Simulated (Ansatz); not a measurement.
C₉H₁₆, SMILES `C#CCCCCCCC`, relaxed with RKS PBE-D4/def2-SVP in Ansatz from a rough embedded geometry. The force threshold is 0.03 eV/Å; the program also tests the step.

Charge 0, multiplicity 1.

Start:

```xyz
25

C    -2.990   -1.244    3.382
C    -2.648   -0.927    2.280
C    -2.208   -0.573    0.946
C    -1.127   -1.541    0.454
C    -0.746   -1.317   -1.009
C    -0.150    0.056   -1.321
C     1.157    0.336   -0.582
C     1.805    1.637   -1.048
C     3.105    1.922   -0.305
H    -3.298   -1.513    4.348
H    -1.823    0.450    0.966
H    -3.068   -0.603    0.269
H    -1.501   -2.563    0.562
H    -0.245   -1.450    1.090
H    -0.024   -2.086   -1.296
H    -1.636   -1.457   -1.629
H     0.041    0.105   -2.397
H    -0.873    0.840   -1.088
H     1.851   -0.492   -0.751
H     0.972    0.400    0.492
H     1.108    2.464   -0.890
H     2.007    1.577   -2.120
H     3.817    1.115   -0.460
H     3.553    2.848   -0.658
H     2.922    2.016    0.764
```

```
step  energy (eV)  largest force (eV/Å)  largest move (Å)
   1   -9572.5822                 1.736             0.000
   2   -9572.7666                 0.305             0.103
   3   -9572.7810                 0.101             0.039
   4   -9572.7819                 0.022             0.021
```

End:

```xyz
25

C    -3.006   -1.198    3.456
C    -2.654   -0.913    2.320
C    -2.210   -0.606    0.963
C    -1.145   -1.586    0.427
C    -0.761   -1.336   -1.038
C    -0.146    0.037   -1.348
C     1.160    0.340   -0.605
C     1.821    1.656   -1.032
C     3.124    1.956   -0.289
H    -3.324   -1.442    4.460
H    -1.816    0.435    0.940
H    -3.090   -0.607    0.280
H    -1.534   -2.621    0.532
H    -0.249   -1.535    1.082
H    -0.044   -2.128   -1.349
H    -1.662   -1.479   -1.675
H     0.042    0.098   -2.443
H    -0.883    0.845   -1.136
H     1.876   -0.499   -0.765
H     0.978    0.368    0.493
H     1.101    2.491   -0.879
H     2.013    1.626   -2.128
H     3.875    1.154   -0.450
H     3.579    2.911   -0.624
H     2.956    2.032    0.807
```

It took 17 s on 4 threads of an AMD EPYC 7R13 on a shared host and a share of an NVIDIA H100 80 GB, with 1.4 GiB of host memory at the peak.
